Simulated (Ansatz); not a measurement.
Process, species as SMILES: Br atom → [Br-] (an electron is taken up)
B3LYP-D3(BJ)/def2-TZVP geometries, fixed; electronic energies without zero-point terms; positive where energy is released.
Largest species:
```
Br
```
Charge 0, spin multiplicity 2.

Basis-set convergence of the adiabatic electron affinity at MP2 with Ansatz (a first-principles code). Cartesian d functions, on some or all atoms, in 6-31G, 6-31G**; all else is spherical. Cores are frozen (with 3d on Ga to Br). Open shells are unrestricted. No added dispersion term, no relativity. Functions are those of the species that has most. Reference: Hartree-Fock in aug-cc-pV5Z plus the correlation part extrapolated as X^-3 from aug-cc-pVQZ and aug-cc-pV5Z, 3.616 eV, itself unsure by roughly 0.015 eV (a third of the extrapolation step and of the last Hartree-Fock step). Deviations are taken from unrounded values.

| basis | functions | adiabatic electron affinity (eV) | minus reference (eV) |
|---|---|---|---|
| cc-pVDZ | 27 | 2.571 | -1.045 |
| 6-31G | 29 | 2.641 | -0.975 |
| def2-SVP | 32 | 2.458 | -1.158 |
| 6-31G** | 35 | 2.888 | -0.728 |
| aug-cc-pVDZ | 36 | 3.378 | -0.238 |
| def2-SVPD | 41 | 3.389 | -0.227 |
| cc-pVTZ | 43 | 3.182 | -0.434 |
| pcseg-2 | 43 | 3.219 | -0.397 |
| def2-TZVPP | 48 | 3.199 | -0.417 |
| def2-TZVPPD | 57 | 3.405 | -0.211 |
| aug-cc-pVTZ | 59 | 3.447 | -0.169 |
| aug-pcseg-2 | 59 | 3.445 | -0.171 |
| cc-pVQZ | 68 | 3.437 | -0.179 |
| pcseg-3 | 68 | 3.451 | -0.166 |
| def2-QZVPP | 89 | 3.396 | -0.220 |
| aug-cc-pVQZ | 93 | 3.538 | -0.078 |
| aug-pcseg-3 | 93 | 3.517 | -0.099 |
| def2-QZVPPD | 98 | 3.496 | -0.120 |
